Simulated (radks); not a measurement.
Problem. The hydrogen anion H-, [He], held by a Watson sphere: a shell of charge +1 at radius R that stands for the Madelung well of a crystal (potential energy -1/R inside, -1/r outside, in hartree with lengths in bohr). Method: non-relativistic Kohn-Sham, LDA (Slater exchange, Perdew-Wang correlation), spin-polarised, spherical densities, point nucleus; computed with a radial shooting solver on a logarithmic mesh with Libxc functionals. Response by self-consistent Sternheimer equations with the Hartree and adiabatic LDA kernel. The sphere does not respond.

| R (bohr) | e(1s) (eV) | <r> 1s (bohr) | sum of <r^2> (bohr^2) | X-ray form factor at sin(theta)/lambda = 0.3 1/angstrom | alpha (bohr^3) |
|---|---|---|---|---|---|
| 1.59 | -7.835 | 1.674 | 7.415 | 0.387 | 11.30 |
| 1.86 | -7.148 | 1.775 | 8.355 | 0.342 | 14.25 |
| 2.29 | -6.250 | 1.917 | 9.811 | 0.298 | 19.66 |
| 2.39 | -6.068 | 1.947 | 10.14 | 0.291 | 21.04 |
| 2.43 | -5.998 | 1.959 | 10.27 | 0.288 | 21.61 |

Estimate the row for R = 2.99 bohr.

Solution. e(1s) (eV) -5.139; <r> 1s (bohr) 2.106; sum of <r^2> (bohr^2) 12.03; X-ray form factor at sin(theta)/lambda = 0.3 1/angstrom 0.266; alpha (bohr^3) 30.28.
